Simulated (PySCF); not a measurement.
C4CoO4, SMILES [O+]#[C-]->[Co+](<-[C-]#[O+])(<-[C-]#[O+])<-[C-]#[O+], charge +1, multiplicity 1.

Coordinates come from a B3LYP-D3(BJ)/def2-SVP optimisation. The multiplicity is an assumed one; other spin states were not compared. The isomer is the one that the SMILES or the coordinates give; other isomers of the formula were not compared.

Method: TDA-CAM-B3LYP/def2-SVPD in PySCF 2.14.0.

Vertical excitations; the highest root listed may be one member of a degenerate set.  State labels are in the subgroup D2.

Computed UV-visible absorptions:
```csv
state,symmetry,energy (eV),λ (nm),f,main pairs
S1,B1,2.57,483,0.001,HOMO→LUMO+2 95 %
S2,B1,2.73,453,0.029,HOMO→LUMO 96 %
S3,B2,3.25,381,0.000,HOMO−1→LUMO+2 (degenerate set)
S4,B3,3.25,381,0.000,HOMO−2→LUMO+2 (degenerate set)
S5,B3,3.62,342,0.074,HOMO−2→LUMO (degenerate set)
S6,B2,3.62,342,0.074,HOMO−1→LUMO (degenerate set)
T1,B1,1.18,1053,0,HOMO→LUMO+2 98 %
T2,B2,2.16,574,0,HOMO−1→LUMO+2 98 %
```
Triplets are in the Tamm–Dancoff approximation.
